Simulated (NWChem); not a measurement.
System: CH$_{4}$BeOS; SMILES C[S][Be][OH]

NWChem input:

```
start job
memory heap 200 mb stack 900 mb global 1100 mb
geometry units angstroms noautoz
  Be     0.171157    -1.096563    -0.132380
  O     -0.240809    -2.453623    -0.196592
  H     -0.336417    -3.068608     0.536216
  S      0.762980     0.718477    -0.071644
  C     -0.844429     1.641900     0.019395
  H     -1.454885     1.468400    -0.869111
  H     -0.591717     2.703178     0.068581
  H     -1.409028     1.374984     0.915200
end
basis spherical
  * library def2-svp
end
dft
  xc xwpbe 0.80 cpbe96 1.0 hfexch 1.00
  cam 0.2 cam_alpha 0.2 cam_beta 0.8
  iterations 150
  mulliken
end
task dft energy
```

NWChem printed, in part:

```
             Northwest Computational Chemistry Package (NWChem) 7.3.0
             --------------------------------------------------------

 C1  symmetry detected

                             Geometry "geometry" -> ""
                             -------------------------

 Output coordinates in angstroms (scale by  1.889725989 to convert to a.u.)

  No.       Tag          Charge          X              Y              Z
 ---- ---------------- ---------- -------------- -------------- --------------
    1 Be                   4.0000     0.14967212    -1.08921673    -0.02424988
    2 O                    8.0000    -0.22015647    -2.45948194    -0.05667050
    3 H                    1.0000    -0.32693478    -3.05186327     0.69302127
    4 S                   16.0000     0.68608354     0.74386355    -0.00442562
    5 C                    6.0000    -0.94960851     1.62093903    -0.00787947
    6 H                    1.0000    -1.51916579     1.39907066    -0.91263393
    7 H                    1.0000    -0.72972566     2.69041393     0.01376708
    8 H                    1.0000    -1.54129609     1.36765019     0.87429589

 Effective nuclear repulsion energy (a.u.)     121.0729057268

  pbe96 is a nonlocal functional; adding pw91lda local functional.

                                 NWChem DFT Module
                                 -----------------

 Summary of "ao basis" -> "ao basis" (spherical)
 ------------------------------------------------------------------------------
       Tag                 Description            Shells   Functions and Types
 ---------------- ------------------------------  ------  ---------------------
 Be                         def2-svp                 5        9   3s2p
 O                          def2-svp                 6       14   3s2p1d
 H                          def2-svp                 3        5   2s1p
 S                          def2-svp                 8       18   4s3p1d
 C                          def2-svp                 6       14   3s2p1d

            General Information
            -------------------
          SCF calculation type: DFT
          Wavefunction type:  closed shell.
          No. of atoms     :     8
          No. of electrons :    38
           Alpha electrons :    19
            Beta electrons :    19
          Charge           :     0
          Spin multiplicity:     1
          Use of symmetry is: off; symmetry adaption is: off
          Maximum number of iterations: 150
          AO basis - number of functions:    75
                     number of shells:    37
          Convergence on energy requested:  1.00D-06
          Convergence on density requested:  1.00D-05
          Convergence on gradient requested:  5.00D-04

              XC Information
              --------------
                     Hartree-Fock (Exact) Exchange  1.000
                     LC-wPBE(h)Exchange Functional  0.800
            Perdew 1991 LDA Correlation Functional  1.000 local
           PerdewBurkeErnz. Correlation Functional  1.000 non-local

           Range-Separation Parameters
           ---------------------------
           Alpha           :  0.20
           Beta            :  0.80
           Gamma           :  0.20
           Short-Range HF  :     F

             Grid Information
             ----------------
          Grid used for XC integration:  medium
          Radial quadrature: Mura-Knowles
          Angular quadrature: Lebedev.
          Tag              B.-S. Rad. Rad. Pts. Rad. Cut. Ang. Pts.
          ---              ---------- --------- --------- ---------
          Be                  1.05       49          11.0       434
          O                   0.60       49          12.0       434
          H                   0.35       45          13.0       434
          S                   1.00       88          11.0       590
          C                   0.70       49          12.0       434
          Grid pruning is: on
          Number of quadrature shells:   415
          Spatial weights used:  Erf1

      Superposition of Atomic Density Guess
      -------------------------------------

 Sum of atomic energies:        -526.21412575

      Non-variational initial energy
      ------------------------------

 Total energy =    -527.565552
 1-e energy   =    -963.626635
 2-e energy   =     314.988178
 HOMO         =      -0.302096
 LUMO         =      -0.016268

     ---------------------------------------------
      Total Density - Mulliken Population Analysis
     ---------------------------------------------

    Atom       Charge   Shell Charges
 -----------   ------   -------------------------------------------------------
    1 Be   4     3.23   1.99  0.48  0.06  0.60  0.09
    2 O    8     8.93   1.99  1.11  0.63  3.19  2.01  0.00
    3 H    1     0.62   0.51  0.06  0.06
    4 S   16    16.39   2.00  1.99  1.20  0.63  5.94  1.80  2.79  0.04
    5 C    6     6.18   1.99  0.93  0.26  1.91  1.07  0.02
    6 H    1     0.88   0.67  0.18  0.02
    7 H    1     0.89   0.67  0.19  0.02
    8 H    1     0.88   0.67  0.18  0.02

   convergence    iter        energy       DeltaE   RMS-Dens  Diis-err
 ---------------- ----- ----------------- --------- --------- ---------
 d= 0,ls=0.0,diis     1   -528.1785984583 -6.49D+02  1.22D-02  7.18D-01
 d= 0,ls=0.0,diis     2   -528.1861845639 -7.59D-03  5.62D-03  8.56D-01
 d= 0,ls=0.0,diis     3   -528.2650466591 -7.89D-02  1.04D-03  9.91D-03
 d= 0,ls=0.0,diis     4   -528.2663413087 -1.29D-03  3.83D-04  8.84D-04
 d= 0,ls=0.0,diis     5   -528.2664849923 -1.44D-04  1.68D-04  1.19D-04
  Resetting Diis
 d= 0,ls=0.0,diis     6   -528.2665115964 -2.66D-05  7.59D-05  6.82D-06
 d= 0,ls=0.0,diis     7   -528.2665145056 -2.91D-06  1.69D-05  5.28D-07
 d= 0,ls=0.0,diis     8   -528.2665146745 -1.69D-07  6.50D-06  2.28D-07

         Total DFT energy =     -528.266514674519
      One electron energy =     -967.642759896605
           Coulomb energy =      362.138178781281
    Exchange-Corr. energy =      -43.834839286022
 Nuclear repulsion energy =      121.072905726827

 Numeric. integr. density =       38.000001687612

                       DFT Final Molecular Orbital Analysis
                       ------------------------------------

 Vector   17  Occ=2.000000D+00  E=-4.142664D-01
              MO Center= -2.2D-01, -2.1D+00, -3.7D-02, r^2= 1.6D+00
   Bfn.  Coefficient  Atom+Function         Bfn.  Coefficient  Atom+Function
  ----- ------------  ---------------      ----- ------------  ---------------
    13      0.564493  2 O  px                16      0.421806  2 O  px
    14     -0.135429  2 O  py                 4     -0.128988  1 Be px
    17     -0.115388  2 O  py                 5      0.097651  1 Be py
    40      0.087408  4 S  py                51     -0.083056  5 C  py
     7      0.079884  1 Be px                37      0.072640  4 S  py

 Vector   18  Occ=2.000000D+00  E=-3.703393D-01
              MO Center=  5.3D-01,  7.8D-01, -6.5D-03, r^2= 2.2D+00
   Bfn.  Coefficient  Atom+Function         Bfn.  Coefficient  Atom+Function
  ----- ------------  ---------------      ----- ------------  ---------------
    39      0.351167  4 S  px                40      0.320723  4 S  py
    36      0.278059  4 S  px                37      0.268940  4 S  py
     5      0.236866  1 Be py                32      0.216295  4 S  s
     2     -0.201853  1 Be s                 31      0.193622  4 S  s
    33      0.160163  4 S  px                50     -0.158246  5 C  px

 Vector   19  Occ=2.000000D+00  E=-3.186332D-01
              MO Center=  5.0D-01,  6.1D-01, -1.6D-02, r^2= 2.1D+00
   Bfn.  Coefficient  Atom+Function         Bfn.  Coefficient  Atom+Function
  ----- ------------  ---------------      ----- ------------  ---------------
    41      0.623377  4 S  pz                38      0.420647  4 S  pz
    35      0.242246  4 S  pz                 6     -0.123062  1 Be pz
    61      0.121555  6 H  s                 71     -0.120598  8 H  s
    52     -0.114552  5 C  pz                18     -0.082556  2 O  pz
    15     -0.078731  2 O  pz                62      0.077182  6 H  s

 Vector   20  Occ=0.000000D+00  E= 5.825072D-02
              MO Center=  2.9D-02, -1.2D+00,  3.6D-01, r^2= 6.2D+00
   Bfn.  Coefficient  Atom+Function         Bfn.  Coefficient  Atom+Function
  ----- ------------  ---------------      ----- ------------  ---------------
     3      1.334217  1 Be s                 32     -0.509668  4 S  s
    12     -0.397772  2 O  s                 49     -0.270078  5 C  s
    40      0.244429  4 S  py                31     -0.167029  4 S  s
    25      0.153533  3 H  s                 53      0.151630  5 C  px
    11     -0.141874  2 O  s                  9      0.128309  1 Be pz

 Vector   21  Occ=0.000000D+00  E= 6.245252D-02
              MO Center=  1.0D-03, -1.8D-01, -1.4D-02, r^2= 5.1D+00
   Bfn.  Coefficient  Atom+Function         Bfn.  Coefficient  Atom+Function
  ----- ------------  ---------------      ----- ------------  ---------------
    49      1.107610  5 C  s                  7      0.513882  1 Be px
    32     -0.496103  4 S  s                 67     -0.445855  7 H  s
     4     -0.352576  1 Be px                39      0.301259  4 S  px
    53      0.290587  5 C  px                72     -0.276160  8 H  s
    40     -0.272453  4 S  py                62     -0.269316  6 H  s

[...]
```

Level: LRC-wPBEh/def2-SVP. All runs use the structure optimised with B3LYP/6-31G* (spherical d).
